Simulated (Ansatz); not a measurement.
A geometry relaxed with Ansatz (an electronic-structure program) with PBE0-D4/def2-TZVP, charge 0, multiplicity 1:

```xyz
5

O     -1.0223    -0.8913    -0.0044
Br     2.3435    -0.9454     0.0229
H     -1.9071    -0.5280    -0.0119
Br     0.2282     2.3002    -0.0089
Al     0.3577     0.0645     0.0022
```

**Question.** Write the SMILES of this molecule.

**Answer.** `[OH][Al]([Br])[Br]`
